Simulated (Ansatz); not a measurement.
Species: C2H5Cl3GeO, net charge 0, singlet state. 
Structure (B3LYP-D3(BJ)/def2-TZVP (Ansatz, a program for electronic structure) minimum search):
SMILES: CC[O][Ge]([Cl])([Cl])[Cl]
```xyz
12

C     -3.5336    -1.1126    -0.2987
C     -2.0370    -1.1983    -0.4951
O     -1.4430    -0.0381     0.1194
Ge     0.2920     0.1897     0.0813
Cl     0.9997     0.2935    -1.9419
Cl     0.6937     2.0136     1.0995
Cl     1.2932    -1.4420     1.0511
H     -4.0182    -1.9789    -0.7535
H     -3.7804    -1.0940     0.7632
H     -3.9300    -0.2092    -0.7628
H     -1.6349    -2.1038    -0.0314
H     -1.7847    -1.2179    -1.5593
```
Charge 0, spin multiplicity 1.

Total electronic energies in hartree. Valence correlation only, unless marked. Spin-orbit coupling is left out. The frozen core is the preceding noble-gas configuration, with the filled d and f shells of earlier blocks. No relativistic terms. CBS(X,Y): correlation extrapolated as X^-3; Hartree-Fock from the larger set. The bracket is a focal-point correction in the basis named.

```json
[
 {"level": "HF/def2-SVP", "program": "Ansatz", "energy (Eh)": "-3606.71998"},
 {"level": "HF/def2-QZVPPD", "program": "Ansatz", "energy (Eh)": "-3607.73036"},
 {"level": "BLYP/def2-TZVPD", "program": "Ansatz", "energy (Eh)": "-3612.29893"},
 {"level": "r2SCAN/def2-TZVPD", "program": "Ansatz", "energy (Eh)": "-3612.13289"},
 {"level": "B97M-V/def2-TZVPD", "program": "Ansatz", "energy (Eh)": "?"},
 {"level": "PBE0/def2-SVP", "program": "Ansatz", "energy (Eh)": "-3610.50389"},
 {"level": "PBE0/def2-QZVPP", "program": "Ansatz", "energy (Eh)": "-3611.51537"},
 {"level": "BHLYP-D4/def2-TZVPD", "program": "Ansatz + dftd4", "energy (Eh)": "-3612.22431"},
 {"level": "r2SCANh-D4/def2-TZVPD", "program": "Ansatz + dftd4", "energy (Eh)": "-3612.11681"},
 {"level": "CAM-B3LYP-D3(BJ)/def2-TZVPD", "program": "Ansatz + dftd3", "energy (Eh)": "-3612.41776"},
 {"level": "wB97X-V/def2-TZVPD", "program": "Ansatz", "energy (Eh)": "-3611.87536"},
 {"level": "wB97X/def2-TZVPD", "program": "Ansatz", "energy (Eh)": "-3612.31407"},
 {"level": "B2GP-PLYP/def2-TZVPD", "program": "Ansatz", "energy (Eh)": "-3611.07703"},
 {"level": "B2PLYP-D3(BJ)/def2-TZVPD", "program": "Ansatz + dftd3", "energy (Eh)": "-3611.40204"},
 {"level": "B2PLYP/def2-TZVPD", "program": "Ansatz", "energy (Eh)": "-3611.39001"},
 {"level": "MP2/def2-TZVPP", "program": "Ansatz", "energy (Eh)": "-3608.90111"},
 {"level": "MP2/def2-QZVPP", "program": "Ansatz", "energy (Eh)": "-3609.09604"},
 {"level": "CCSD/STO-3G", "program": "Ansatz", "energy (Eh)": "-3567.50514"},
 {"level": "CCSD/def2-SVP", "program": "Ansatz", "energy (Eh)": "-3607.74177"},
 {"level": "CCSD/def2-QZVPP", "program": "Ansatz", "energy (Eh)": "-3609.15331"},
 {"level": "CCSD/CBS(def2-TZVPP,def2-QZVPP)", "program": "Ansatz", "energy (Eh)": "-3609.2239"},
 {"level": "RI-MP2/CBS(def2-TZVPP,def2-QZVPP)+[CCSD(T)-MP2]/def2-QZVPP", "program": "Ansatz", "energy (Eh)": "-3609.2965"},
 {"level": "CCSD(T)/CBS(def2-TZVPP,def2-QZVPP)", "program": "Ansatz", "energy (Eh)": "-3609.2955"}
]
```

Fill in the missing entries.


- B97M-V/def2-TZVPD, energy (Eh): -3611.55071
